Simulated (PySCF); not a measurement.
Atoms are numbered as in `[F:1][CH2:2]/[CH:3]=[N:4]\[SiH3:5]`. Hydrogens are named by the atom that carries them.

GIAO PBE0/pcSseg-1 shifts (PySCF 2.14, gas phase, non-relativistic, equivalent atoms averaged), each against references optimised in the same way as the molecule (CFCl3, TMS, NH3).

On the GFN2-xTB geometry: F1 -255.9, C3 170.5, C2 92.7, N4 370.1, Si5 -62.9, H(C3) 8.39, H(C2) 5.35, H(Si5) 5.24 ppm.

Q: What changes on the PBE0-D3(BJ)/def2-SVP geometry?

A: 
```tsv
atoms	δ (ppm)	change
F1	-259.7	-3.8
C3	177.3	+6.8
C2	89.1	-3.6
N4	371.6	+1.5
Si5	-58.0	+4.9
H(C3)	8.41	+0.02
H(C2)	4.95	-0.40
H(Si5)	4.98	-0.26
```

Unscaled 19F shifts against computed CFCl3 carry errors that often reach 10 to 50 ppm.

Part of each change is the reference's own: σ(CFCl3, F) goes from 170.9 to 177.2 ppm, σ(TMS, C) goes from 186.9 to 184.4 ppm, σ(NH3, N) goes from 267.7 to 265.7 ppm, σ(TMS, Si) goes from 349.2 to 352.0 ppm, σ(TMS, H) goes from 31.72 to 31.27 ppm.

Bonds between heavy atoms that differ most (equivalent bonds averaged): N4–Si5 1.722 → 1.761 Å, C3–N4 1.241 → 1.257 Å, C2–C3 1.507 → 1.503 Å, F1–C2 1.367 → 1.364 Å. Mean change of bonds to hydrogen: C–H +0.012 Å, Si–H +0.031 Å. The two structures also differ in conformation, which adds to the changes.
